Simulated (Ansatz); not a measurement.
Wavefunction ladder for CH$_{5}$BOSSi

```csv
atom,x (Å),y (Å),z (Å)
B1,-0.032,0.603,0.770
C2,-0.040,-0.838,0.109
S3,0.201,-2.411,0.754
O4,-0.254,-0.777,-1.166
Si5,0.019,1.010,-1.196
H6,0.773,0.851,1.623
H7,-1.188,0.800,1.093
H8,0.337,-1.975,2.017
H9,1.267,1.145,-1.995
H10,-1.083,1.592,-2.009
```

Charge 0, multiplicity 1. The bonds changed during the relaxation, so this is another structure than the one it started from. The structure was optimised at the PBE0-D4/def2-TZVP level. It is one conformer, not always the lowest. Frozen core, restricted reference, the Gaussian-basis code of Ansatz. CBS rows extrapolate triple and quadruple zeta; past MP2 they add the triple-zeta difference.

```tsv
basis	HF (Eh)	MP2 corr.	CCSD corr.	(T)	CCSD(T) total
def2-TZVPP	-826.83814	-0.80004	-0.84617	-0.04019	-827.72450
def2-QZVPP	-826.86459	-0.85951	–	–	–
CBS(def2)	-826.86823	-0.90356	-0.94969	as TZ	-827.85811
```
